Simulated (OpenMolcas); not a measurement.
## Tb³⁺: from CASSCF to CASPT2

```yaml
Program: OpenMolcas 26.06
Basis: ANO-R1 [7s5p3d2f]
Scalar_Hamiltonian: X2C, finite nucleus
Active_space: 8 electrons in 7 orbitals (4f)
State_averaging: 2S+1 = 7 even, 7 roots; 2S+1 = 5 even, 140 roots (42 in the spin-orbit step); 2S+1 = 3 even, 60 roots kept (CI in the orbitals of an earlier block, 0 in the spin-orbit step); 2S+1 = 1 even, 1 root kept (CI in the orbitals of an earlier block, 0 in the spin-orbit step)
Spin-orbit_coupling: state interaction with AMFI integrals over the reference wave functions, term energies averaged over their components
```

Methods on the same reference wave functions:
A. CASSCF
B. SS-CASPT2, IPEA 0.25 Eh, imaginary shift 0.1 Eh (closed shells correlated: 5s 5p)

Energies in cm⁻¹ above 4f⁸ ⁷F₆, the measured ground level; measured values from Martin, Zalubas and Hagan, Atomic Energy Levels: The Rare-Earth Elements, NSRDS-NBS 60 (1978).

```
   Level      A      B  Measured
 4f⁸ ⁷F₆    0.0    0.0       0.0
 4f⁸ ⁷F₅   2287   2310      2052
 4f⁸ ⁷F₄   3787   3800      3314
 4f⁸ ⁷F₃   4834   4840      4292
 4f⁸ ⁷F₂   5547   5550      4978
 4f⁸ ⁷F₁   5990   5990      5432
 4f⁸ ⁷F₀   6202   6200      5654
 4f⁸ ⁵D₄  24323  22950          
 4f⁸ ⁵D₃  29923  28560          
4f⁸ ⁵L₁₀  31191  30430
```

Deviations, from unrounded energies. A percentage is the sum of absolute deviations over the sum of measured energies, with the sign that they share, or ± where signs differ.

```json
{"Against measurement": "mean absolute deviation (cm-1)", "Levels": "6", "A": "490", "B": "490"}
{"Against measurement": "fine structure of the ground term (%)", "Levels": "6", "A": "+11.4", "B": "+11.5"}
```

A, B lie about equally close to measurement. The largest miss of A in the table is 4f⁸ ⁷F₂, by +570 cm-1. The ranking rests on the paired levels alone, and a cruder setting can come out closer through cancelling errors.

From A to B the spin-free energies of the other terms of 4f⁸ shown, above ⁷F, scale by factors of 0.94 to 0.97.

The lowest spin-free term lies below A's lowest term by 0.265 hartree in B.

Term energies are means over components that CASPT2 splits; among the terms shown or strongly mixed into the levels shown the widest spread is 86 cm-1 (4f⁸ ⁵L, B). High states are left out of the spin-orbit mixing, which shifts the levels that they would mix with. The basis is small and was not contracted for so high a charge. Without dynamic correlation excited terms often stand tens of per cent too high (terms of higher spin than the ground term too low), and those without a measured partner can miss by more than the paired ones (holds for A). Computed and measured levels are paired by configuration, term and J; levels that our copy of the source lacks, or whose pairing is in doubt (as where it misses far off the trend of its configuration), stay unpaired and out of the deviations. Levels of configurations outside the active space are missing. Levels that lie high or do not pair safely by name in every column are left out.
